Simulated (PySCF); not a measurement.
GeHCl₃, SMILES [Cl][GeH]([Cl])[Cl]. Atoms are numbered in the order given.

```xyz
5

Ge     0.0000     0.0000     0.4370
Cl     1.7367    -1.0027    -0.3126
Cl    -1.7367    -1.0027    -0.3126
Cl     0.0000     2.0054    -0.3126
H      0.0000     0.0000     1.9607
```
Charge 0, spin multiplicity 1.

Coordinates come from a r2SCAN-D4/def2-SVP optimisation. The isomer is the one that the SMILES or the coordinates give; other isomers of the formula were not compared.

Computed with PBE/def2-TZVP in PySCF.

ESP charges are fitted to the potential on shells at 1.4 to 2.0 van der Waals radii. Atomic charges (e):

```json
[
 {"atom": "Ge1", "IAO": "___", "ESP fit": "-0.02"},
 {"atom": "Cl2", "IAO": "___", "ESP fit": "-0.04"},
 {"atom": "Cl3", "IAO": "___", "ESP fit": "-0.04"},
 {"atom": "Cl4", "IAO": "___", "ESP fit": "-0.04"},
 {"atom": "H5", "IAO": "___", "ESP fit": "0.14"}
]
```

Question: What belongs in the gaps? (An estimate is asked for; the answer gives what the named calculation found.)

Answer: 
- Ge1, IAO: 0.83
- Cl2, IAO: -0.26
- Cl3, IAO: -0.26
- Cl4, IAO: -0.26
- H5, IAO: -0.06
